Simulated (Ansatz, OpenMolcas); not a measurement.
**Calibrating B3LYP/6-31G* (spherical functions) on molecular compounds of Al**

The atomisation energy (no zero-point term) in kJ/mol of 6 molecular compounds of Al: x at B3LYP/6-31G* (spherical functions), y at CCSD(T)/CBS estimate. Shapes, held fixed at every level: PBE0-D4/def2-TZVP. Flexible molecules stand in one conformer, not always the lowest. Programs: Ansatz 0.2.0, OpenMolcas 26.06.

```
                              molecule  x (kJ/mol)  y (kJ/mol)
                  AlH3 (SMILES [AlH3])         882         899
                              AlH2(CN)        1767           ?
                           AlH(SiH3)Cl        1865        1932
                          Al(NH2)(OH)F        2569        2704
                             Al(CH3)F2        2731        2793
AlCNClOF (SMILES O=C=[N][Al]([F])[Cl])        2738        2810
```

Q: Fit y = c + s·x to the known rows and predict y for AlH2(CN).

A: 
1. Means of the 5 rows: x = 2157.00, y = 2227.6.
2. Σ(Δx)² = 2547670, Σ(Δx·Δy) = 2639471, so the slope is 2639471/2547670 = 1.036.
3. Intercept: 2227.6 − (1.036) × 2157.00 = -7.1. The largest residual of the fit is 50.
4. AlH2(CN): -7.1 + 1.036 × 1767 = 1824 kJ/mol.

CCSD(T)/CBS estimate gives 1799 kJ/mol, so the prediction is off by +25 kJ/mol, within the largest residual. Uncorrected, B3LYP/6-31G* (spherical functions) misses it by -32 kJ/mol, and the other rows by 71 on average. The line overshoots: the miss goes from -32 to +25. Left out in turn, the other rows are missed by 39 kJ/mol on average. The CBS estimate extrapolates MP2 from def2-TZVPP and def2-QZVPP and adds CCSD(T) − MP2 in the triple-zeta set, cores frozen.
